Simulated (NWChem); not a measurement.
Species: ZnSH cation; SMILES [Zn+][SH]

```xyz
3

Zn     0.0067     0.7655     0.0000
S     -0.0722    -1.3938     0.0000
H      1.2839    -1.4924     0.0000
```
Atoms are numbered in this order, from 1.

Program: NWChem. Pople sets run with spherical d functions. STO-3G and 3-21G are far too small for this property and stand as cheap habits. All runs use the structure optimised with PBE0/def2-SVP. GIAO values for the isolated, static molecule; σ is the absolute isotropic shielding, δ = σ(reference) − σ with the isolated reference molecule computed at the same levels (1H: tetramethylsilane).

| level | σ Zn1 (ppm) | σ S2 (ppm) | δ H3 (ppm) |
|---|---|---|---|
| PBE0/pcSseg-1 | 2366.8 | 320.6 | 5.93 |
| Hartree-Fock/STO-3G | 23634.7 | 554.4 | 17.30 |
| LDA (Slater exchange, VWN5)/pcSseg-1 | ? | ? | ? |
| Hartree-Fock/6-31G* | 2372.7 | 697.3 | 2.17 |

Question: Some entries are withheld; supply them.

Answer: 
- LDA (Slater exchange, VWN5)/pcSseg-1, σ Zn1 (ppm): 2478.0
- LDA (Slater exchange, VWN5)/pcSseg-1, σ S2 (ppm): -46.6
- LDA (Slater exchange, VWN5)/pcSseg-1, δ H3 (ppm): 9.26
